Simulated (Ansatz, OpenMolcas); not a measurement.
## How methods differ on GaCl3 (SMILES [Cl][Ga]([Cl])[Cl])

GaCl3: 4 atoms, total charge 0, spin state singlet. SMILES: `[Cl][Ga]([Cl])[Cl]`. Geometry: relaxed at PBE0-D4/def2-TZVP.

```xyz
4

Cl    0.8667    0.3714    1.8875
Ga    0.0138   -0.0151   -0.0051
Cl   -0.0903   -1.9950   -0.7316
Cl   -0.7347    1.5783   -1.1711
```

Each level gives the vertical electron affinity (to the doublet anion) (eV). The values are calculated.

The electron affinity is E(neutral) − E(anion): positive where the electron is bound.

| level | kind | program | value (eV) | CPU time (all runs) |
| --- | --- | --- | --- | --- |
| HF/aug-cc-pVDZ | Hartree–Fock | Ansatz | -0.41 | 2.1 min |
| SVWN5/aug-cc-pVDZ | LDA | OpenMolcas | 0.88 | 98 s |
| BLYP/aug-cc-pVDZ | GGA | Ansatz | 0.62 | 1.8 min |
| TPSS/aug-cc-pVDZ | meta-GGA | OpenMolcas | 0.57 | 2.8 min |
| PBE0/aug-cc-pVDZ | global hybrid | Ansatz | 0.56 | 2.1 min |
| CAM-B3LYP/aug-cc-pVDZ | range-separated hybrid | Ansatz | 0.57 | 1.9 min |
| CCSD(T)/aug-cc-pVDZ | coupled cluster or CI | Ansatz | 0.23 | 11 min |
| CCSD/aug-cc-pVDZ | coupled cluster or CI | Ansatz | 0.18 | 7.8 min |

All-electron rows without a relativistic Hamiltonian named are non-relativistic. Where it was recorded, the anion's HOMO is positive in SVWN5/aug-cc-pVDZ, BLYP/aug-cc-pVDZ, TPSS/aug-cc-pVDZ, PBE0/aug-cc-pVDZ, CAM-B3LYP/aug-cc-pVDZ: a fault of the level (basis or self-interaction), which says nothing on whether the real anion is bound. The values span -0.41 to 0.88 eV. The coupled-cluster rows rest on a doubtful reference here (large T1 or Brueckner and Hartree–Fock orbitals at odds), and rows may lie in different states. In the correlated wave-function rows the outer d shell of Ga is correlated, in sets not made for it. Times are those of the runs behind each value, whatever else they computed, on shared processors of several kinds: orders of magnitude only.
